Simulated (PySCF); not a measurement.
# Computed data sheet: `C#C[C@@H](F)C[C@H]([SiH3])CO[SiH3]`

Compound: C6H13FOSi2.
Numbering: `[CH:1]#[C:2][C@@H:3]([F:4])[CH2:5][C@H:6]([SiH3:7])[CH2:8][O:9][SiH3:10]` (hydrogens: H11 on C1; H12 on C3; H13, H14 on C5; H15 on C6; H16, H17, H18 on Si7; H19, H20 on C8; H21, H22, H23 on Si10)

Structural features include: alkyne, C–F bond, Si–H bond and C–Si bond.

From GFN2-xTB geometry:

```
Point group of the GFN2-xTB geometry                  : C1
Rotational constants A, B, C of the GFN2-xTB geometry : 1.388, 0.485, 0.409 GHz
```

**PBE0/pcSseg-1 ground state and GIAO shieldings, non-relativistic (PySCF)**

```
Dipole moment                                               : 2.17 D
HOMO energy                                                 : -8.05 eV
LUMO energy                                                 : 0.17 eV
HOMO–LUMO gap                                               : 8.22 eV
Lowest Hirshfeld atomic charge                              : -0.20 e on O9
Highest Hirshfeld atomic charge                             : +0.39 e on Si10
13C chemical shifts (computed TMS as zero) by class         : 86.4 (C2), 84.1 (C1), 84.1 (C3), 72.2 (C8), 45.8 (C5), 26.9 (C6) ppm
1H chemical shifts (computed TMS as zero) by class          : 5.19 (H12), 4.88 (H21/H22/H23), 4.31 (H20), 3.87 (H16/H17/H18), 3.50 (H19), 2.23 (H14), 2.16 (H11), 1.98 (H13), 1.61 (H15) ppm
Isotropic shieldings of nuclei other than C and H, by class : 323 (O9), 386 (F4), 385 (Si10), 420 (Si7) ppm
Mayer bond orders between heavy atoms                       : C1–C2 2.50, C2–C3 1.04, C3–F4 0.87, C3–C5 1.04, C5–C6 1.00, C6–Si7 0.84, C6–C8 1.03, C8–O9 0.86, O9–Si10 0.94
```

Monoisotopic mass (most abundant isotopes): 176.0489 u.

A dipole of 2.17 D is allowed in C1, and pure rotational transitions are dipole-allowed. The rotational constants make it an asymmetric top with κ = (2B − A − C)/(A − C) = -0.84, nearer the prolate limit (−1). With B = h/(8π²I), that is 505.379 GHz u Å² over I, the principal moments of inertia are 364.2, 1041.9 and 1235.2 u Å² (most abundant isotopes); the inertial defect Ic − Ia − Ib is -170.9 u Å² (zero for a rigid planar frame, negative otherwise). The dipole matches unit charges of opposite sign 0.45 Å apart (1 e·Å = 4.8032 D).

The structure is a single GFN2-xTB conformer in the gas phase; no vibrational or solvent corrections. NMR classes are plain means over equivalent atoms (diastereotopic ones count apart unless rotation or inversion swaps them), as if these changed places fast; in this geometry the members of some classes differ.

For the NMR shielding job (PBE0/pcSseg-1), time: 2.5 min wall (grids of density and orbitals included); peak memory 1.2 GiB. Hardware: one thread, Arm Neoverse N1 (aarch64), on a shared host.

The values belong to the conformer `[CH:1]#[C:2][C@@H:3]([F:4])[CH2:5][C@H:6]([SiH3:7])[CH2:8][O:9][SiH3:10]`: C2–C3–C5–C6 180°, C3–C5–C6–Si7 -62°, C5–C6–C8–O9 82°, C6–C8–O9–Si10 -139°.
